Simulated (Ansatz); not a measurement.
Start from `C[NH][GeH2][NH]C` and change one atom or group to get `C[NH][GeH2][F]`.

Ansatz, PBE0-D4/def2-TZVP geometries, multiplicity 1. Each molecule was computed in one conformer, which needn't be the lowest.

Scalar relativity is left out up to krypton.

```json
{"property": "size of the dipole moment (PBE/def2-TZVPP) / D", "`C[NH][GeH2][NH]C`": "0.21"}
{"property": "HOMO–LUMO gap (PBE0/def2-TZVPP) / eV", "`C[NH][GeH2][NH]C`": "7.34"}
{"property": "LUMO energy (PBE/def2-TZVPP) / eV", "`C[NH][GeH2][NH]C`": "0.09"}
{"property": "LUMO energy (ωB97M-V/def2-TZVPP) / eV", "`C[NH][GeH2][NH]C`": "2.44"}
{"property": "LUMO energy (PBE0/def2-TZVPP) / eV", "`C[NH][GeH2][NH]C`": "0.90"}
{"property": "HOMO energy (ωB97M-V/def2-TZVPP) / eV", "`C[NH][GeH2][NH]C`": "-8.77"}
```

Task: Give the same properties after the change, and the shifts. (An estimate is asked.)

Result: The calculation gave: 
```json
{"property": "size of the dipole moment (PBE/def2-TZVPP) / D", "`C[NH][GeH2][F]`": "2.04", "shift": "1.83"}
{"property": "HOMO–LUMO gap (PBE0/def2-TZVPP) / eV", "`C[NH][GeH2][F]`": "7.88", "shift": "0.54"}
{"property": "LUMO energy (PBE/def2-TZVPP) / eV", "`C[NH][GeH2][F]`": "-0.19", "shift": "-0.28"}
{"property": "LUMO energy (ωB97M-V/def2-TZVPP) / eV", "`C[NH][GeH2][F]`": "2.25", "shift": "-0.19"}
{"property": "LUMO energy (PBE0/def2-TZVPP) / eV", "`C[NH][GeH2][F]`": "0.68", "shift": "-0.22"}
{"property": "HOMO energy (ωB97M-V/def2-TZVPP) / eV", "`C[NH][GeH2][F]`": "-9.56", "shift": "-0.79"}
```

With PBE0 the HOMO falls by 0.76 eV and the LUMO falls by 0.22 eV, so the gap widens by about 0.54 eV. PBE moves the HOMO by -0.71 eV and ωB97M-V by -0.79 eV. Dipoles are sizes alone; their direction can turn.
